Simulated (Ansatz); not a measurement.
Reaction (homolysis of the C–Sn bond): `[OH][SnH]([Cl])[CH2]F` → `[CH2]F`• + `[OH][SnH][Cl]`•

Calculated with Ansatz (gas phase, PBE0-D4/def2-TZVP geometries, no zero-point term in ΔE). CBS: MP2 limit from def2 TZ/QZ plus the TZ coupled-cluster correction, frozen cores. This one scheme is used for every species. No spin–orbit coupling; open shells (•) take unrestricted orbitals. Elements past krypton have def2 core potentials. For Sn outer-core shells are correlated without core-valence functions, which leaves a few kJ/mol of doubt a bond. Each species was taken in one conformer, which may not be the lowest.

```tsv
species	SCS-MP2/def2-TZVPP energy (Eh)
`[OH][SnH]([Cl])[CH2]F`	-888.63083
`[CH2]F`•	-138.85954
`[OH][SnH][Cl]`•	-749.66570
```

Problem. Work out ΔE.

Solution. ΔE = (-138.85954) + (-749.66570) − (-888.63083) = 0.10559 Eh = +277.2 kJ/mol. CCSD(T)/CBS gives +277.5 kJ/mol.

Largest T1 diagnostic among the species: 0.017.

In def2-TZVPP, CCSD(T) changes the Hartree–Fock value by +99.8 kJ/mol (the triples alone add +7.6 kJ/mol) and MP2 by +112.5 kJ/mol; breaking electron pairs costs correlation energy, which Hartree–Fock lacks. From PBE to PBE0 (25 % exact exchange), in def2-TZVPP and without D4, ΔE moves by +6.3 kJ/mol. Leaving LDA and LC-ωPBE aside and taking each functional with its dispersion term where it has one, the values, not all of them listed here, spread over 40.4 kJ/mol, from BLYP-D4 to ωB97X-V. LDA lies +52.1 kJ/mol from PBE without D4, its usual overbinding.
